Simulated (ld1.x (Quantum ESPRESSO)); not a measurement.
## Before and after: TM potential for magnesium

ld1.x (Quantum ESPRESSO) 7.5 input, shortened:

```
&input
   title='Mg', zed=12., rel=0, dft='PBE', iswitch=3,
   config='[Ne] 3s2 3p0 3d-2'
 /
 &inputp
   pseudotype=2, tm=.true., lloc=0,
   nlcc=.false.
 /
3
3P  2  1   0.00   0.00  3.25  3.25  0.0
3D  3  2  -2.00   0.20  3.35  3.35  0.0
3S  1  0   2.00   0.00  2.20  2.20  0.0
 &test
   configts(1)='3s2 3p0'
 /
```

All-electron outer shells of the reference configuration (PBE, non-relativistic, ld1.x):

```csv
shell,level (eV),outermost node (bohr),outermost maximum (bohr)
2p,-46.66,–,0.48
3s,-4.70,0.90,2.56
3p,-1.34,0.96,3.46
```

Change: functional BLYP.

Cutoffs: the cutoffs (Ry, on a coarse ladder) from which the occupation-weighted sum of valence levels, in a spherical-Bessel basis at the reference potential, stays within 10 and 1 mRy of its value at 400 Ry; they do not see the model core or the augmentation charge, which bear on the density cutoff. Errors are all-electron minus pseudo energies relative to the spin-unpolarised reference configuration.

What does the change do?

The potential gets harder (6 Ry and 18 Ry → 8 Ry and 18 Ry); of the 5 tests that both files solve, the error grows in 5 and shrinks in 0 by more than 15 % and 0.3 meV (median size 13.1 → 39.0 meV); neither file shows a bound ghost.

| quantity | base | changed |
| --- | --- | --- |
| cutoff, loose | 6 Ry | 8 Ry |
| cutoff, tight | 18 Ry | 18 Ry |
| bound ghosts | none | none |
| error for 3s1 3p0, meV [ΔE 7.95 → 7.88 eV] | +9.4 | +39 |
| error for 3s1.5 3p0, meV [ΔE 3.14 → 3.09 eV] | +0.6 | +5.7 |
| error for 3s1 3p1, meV [ΔE 3.48 → 3.52 eV] | +13 | +19 |
| error for 3s0 3p1, meV [ΔE 12.29 → 12.31 eV] | +139 | +187 |
| error for 3s0 3p2, meV [ΔE 7.15 → 7.30 eV] | +76 | +110 |
| s: phases at 3.66 bohr within 0.05 rad from the reference energy up to (Ry; the scan ends near 5) | 1.2 | 1.2 |
| p: phases at 3.66 bohr within 0.05 rad from the reference energy up to (Ry; the scan ends near 5) | 0.5 | 0.5 |
| d: phases at 3.66 bohr within 0.05 rad from the reference energy up to (Ry; the scan ends near 5) | 2.1 | 2.1 |
